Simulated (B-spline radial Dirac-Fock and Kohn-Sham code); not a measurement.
**What relativity does to the binding energies of Ho⁴²⁺**

System: holmium as Ho⁴²⁺, [Ar] 3d7.

Both columns are ΔSCF binding energies of the configuration average from an atomic code on a B-spline grid: non-relativistic Hartree-Fock with a point nucleus, and Dirac-Fock with a finite nucleus and the Coulomb interaction alone, averaged over the two j levels with weights 2j+1.

| shell | Hartree-Fock (eV) | Dirac-Fock (eV) | shift (eV) | shift (%) |
| --- | --- | --- | --- | --- |
| 1s | 54416.5 | 58098.7 | +3682.21 | +6.77 |
| 2s | 10618.1 | 11600.1 | +982.01 | +9.25 |
| 2p | 10220.4 | 10554.8 | +334.39 | +3.27 |
| 3s | 3840.0 | 4105.5 | +265.46 | +6.91 |
| 3p | 3665.1 | 3773.8 | +108.70 | +2.97 |
| 3d | 3375.0 | 3378.4 | +3.46 | +0.10 |

Relativity binds 1s, 2s, 2p, 3s, 3p, 3d more strongly, among those listed most of all 2s in relative terms.

Values without a named source are computed, but for edge energies of neutral atoms, which are taken from tables.
